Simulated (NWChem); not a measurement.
**Electron attachment to HI2Si**

SMILES: I[SiH]I
```xyz
4

I      0.1594    -0.0725     2.0659
Si    -1.0395     0.5633     0.0000
I      0.1594    -0.0725    -2.0659
H     -2.3460    -0.2033     0.0000
```
Charge 0, spin multiplicity 2.

Everything below was run with NWChem. The geometry was optimised at UPBE/def2-SVP with def2 effective core potentials on I, a minimum by its harmonic frequencies.

Basis set: def2-SVPD. −ε marks an orbital energy of the parent. The basis adds only a small set of diffuse functions.

Effective core potentials replace the inner electrons of I; spin-orbit coupling is left out. B3LYP has NWChem's definition, with VWN1-RPA local correlation. The structure started from a generated list of species. The unpaired electrons of the parent sit in orbitals of symmetry a' (Cs labels of the run); other states weren't searched. The stability of the SCF solutions was not checked. Open-shell Hartree-Fock references start from PBE0 orbitals.

Task: One of these methods gave a vertical electron affinity of 3.97 eV. Which?
A) −ε(beta LUMO) of B3LYP
B) −ε(beta LUMO) of PBE0
C) −ε(beta LUMO) of PBE
D) −ε(beta LUMO) of HF

Result: A, −ε(beta LUMO) of B3LYP. The others give 4.41 (−ε(beta LUMO) of PBE), 3.66 (−ε(beta LUMO) of PBE0), 0.20 (−ε(beta LUMO) of HF).
